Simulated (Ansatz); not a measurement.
Ansatz (an electronic-structure program) input (HF/cc-pVQZ):

Ansatz 0.2 input:
```yaml
crystal:
  periodic: [false, false, false]
  atoms:
    - {symbol: C, position_ang: [-1.89148725, 0.12921332, 0.01626243]}
    - {symbol: C, position_ang: [-1.21468321, -1.24886017, 0.19628799]}
    - {symbol: C, position_ang: [0.18808673, -1.08123378, 0.66201758]}
    - {symbol: C, position_ang: [1.06692226, -0.17733930, -0.12827795]}
    - {symbol: C, position_ang: [0.38492677, 1.19730493, -0.28396211]}
    - {symbol: C, position_ang: [-1.02984655, 1.05309135, -0.84607505]}
    - {symbol: N, position_ang: [2.37246548, -0.01760761, 0.51202702]}
    - {symbol: H, position_ang: [-2.03732664, 0.58433819, 1.00059226]}
    - {symbol: H, position_ang: [-2.88152135, 0.00286807, -0.42969432]}
    - {symbol: H, position_ang: [-1.78974110, -1.86895268, 0.88540102]}
    - {symbol: H, position_ang: [-1.23132442, -1.75743091, -0.77853133]}
    - {symbol: H, position_ang: [0.47941819, -1.33705556, 1.67273817]}
    - {symbol: H, position_ang: [1.14834115, -0.59308813, -1.15175340]}
    - {symbol: H, position_ang: [0.35701718, 1.67312204, 0.70020974]}
    - {symbol: H, position_ang: [0.99236887, 1.83359444, -0.93598097]}
    - {symbol: H, position_ang: [-0.97714413, 0.65009848, -1.86388484]}
    - {symbol: H, position_ang: [-1.49888293, 2.03669285, -0.92604268]}
    - {symbol: H, position_ang: [2.97061936, 0.58109002, -0.04608846]}
    - {symbol: H, position_ang: [2.83740484, -0.91508159, 0.59132816]}
basis:
  gaussian:
    orbitals: cc-pVQZ
hamiltonian:
  xc: hf
magnetization: {spin_polarized: true, initial_magnetization: 1}
```

Output:

```
Functional definition: HF
integrals: 1.92 GiB planned
2394 factors; their error is unknown
9.06 GiB of device memory are held for the factors and their scratch space
mean field: 11.77 GiB planned
mean field evaluation 1: about -7849.8851 eV, gradient 3.4e1 eV
mean field evaluation 2: about -7855.1806 eV, gradient 1.6e1 eV
mean field evaluation 4: about -7856.5216 eV, gradient 9.3e-1 eV
mean field evaluation 8: about -7856.5361 eV, gradient 8.3e-2 eV
mean field evaluation 16: about -7849.8878 eV, gradient 3.4e1 eV
mean field -7856.52483597 eV, -288.7219623780 hartree, gradient 2.6e-5 eV, S^2 0.764198; 0 other end points of the search recorded, 0 dependent functions left out
reference -7856.52483597 eV, -288.7219623780 hartree; 28, 27 occupied and 717, 718 virtual orbitals, 2394 factors
Total energy: -7856.52483597 eV, -288.7219623780 hartree
```

It need not be the lowest isomer of its formula.
